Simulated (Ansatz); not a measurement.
Job for Ansatz (a program for electronic structure): R-CCSD(T)/cc-pVDZ on F2GeH3N (SMILES [NH2][GeH]([F])[F]), a point of a torsion scan. The run froze 17 orbitals, filled d shells among them.

Ansatz 0.2 input:
```yaml
crystal:
  periodic: [false, false, false]
  atoms:
    - {symbol: N, position_ang: [1.12892957, -0.10426408, -0.21683121]}
    - {symbol: Ge, position_ang: [-0.63667711, -0.09271784, 0.04654920]}
    - {symbol: F, position_ang: [-1.16510814, 1.44914908, -0.49982925]}
    - {symbol: F, position_ang: [-1.06500171, -0.06449945, 1.73616215]}
    - {symbol: H, position_ang: [1.59205706, 0.79308991, -0.15640518]}
    - {symbol: H, position_ang: [1.68398350, -0.80784511, 0.24631032]}
    - {symbol: H, position_ang: [-1.47657682, -1.13869003, -0.58202554]}
basis:
  gaussian:
    orbitals: cc-pVDZ
magnetization: {spin_polarized: false}
correlation: {method: ccsd_t, electrons: outside_noble_gas}
scf: {lower_state_search: off}
```

### Question
Give the final energy of this run.

### Answer
-2331.1835 hartree (reference determinant -2330.5083, T1 diagnostic 0.012).
